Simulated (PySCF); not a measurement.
Relaxed structures of CH3AlSe, closed shell (PBE0-D4/def2-TZVP; forces vanish, vibrations not checked; lower isomers may exist, and structures with a doubtful reference or unclear bonds are left out; Å). PySCF 2.14 with density fitting (its default auxiliary sets; JK sets also for MP2 and CCSD(T)); basis: def2-TZVPP; cores frozen in the correlated methods. Filled d shells of the heavier atoms are correlated. The def2 sets are not built for correlating such inner shells, so the correlated values are less sure here.

Problem. Rank them by CCSD(T) energy, lowest first, and give each one's height above the lowest. Links in brackets join atoms within 1.22 times the sum of their covalent radii (1.1 for two metals). (To be estimated.)
A.
CH₃AlSe ([CH2]1[AlH][Se]1)
```
6
angstrom
C -0.2363 -0.0827 -0.7730
Al 0.2492 0.4307 1.0071
Se 0.4953 -1.6863 0.3116
H -1.2631 -0.2766 -1.0709
H 0.4010 0.1015 -1.6338
H 0.3922 1.4980 2.1477
```
B.
CH₃AlSe ([CH]1[AlH][SeH]1)
```
6
angstrom
C 0.2434 -0.1038 -0.6201
Al 0.0629 0.4398 1.0578
Se 0.2687 -1.8700 0.2189
H 1.7239 -2.1966 0.3891
H 0.3114 -0.0793 -1.6956
H -0.1181 1.1465 2.4426
```
C.
CH₃AlSe ([CH]1[AlH2][Se]1)
```
6
angstrom
C -0.1936 -0.1502 -0.4821
Al 0.4220 0.2691 1.3270
Se 0.0058 -1.8589 -0.0230
H -0.5466 0.0965 -1.4805
H 1.9609 0.5863 1.5092
H -0.6874 0.5181 2.4269
```
D.
a complex of CHAlSe ([CH]1[Al][Se]1) + H₂
```
6
angstrom
C 0.3718 0.3463 -1.3890
Al 0.0393 1.7826 0.0090
Se 0.5715 -0.7851 -0.0302
H 0.1871 -0.1158 3.9415
H 0.4784 -0.0472 -2.4005
H 0.1856 0.1600 3.2471
```

Solution. The calculation gives: A (0.0 kJ/mol), C (99.9 kJ/mol), D (198.3 kJ/mol), B (207.0 kJ/mol). Heights count from the lowest.

T1 diagnostic: at most 0.019. The restricted Hartree–Fock reference is unstable towards an unrestricted one at one or more of these structures.

For scale, one of the runs: CCSD(T)/def2-TZVPP, 163 basis functions, launched by `OMP_NUM_THREADS=2 python run.py`. The run took 4.3 min on 2 CPU threads of an Intel Xeon Platinum 8124M (shared host), with 1.4 GiB of host memory at its peak.
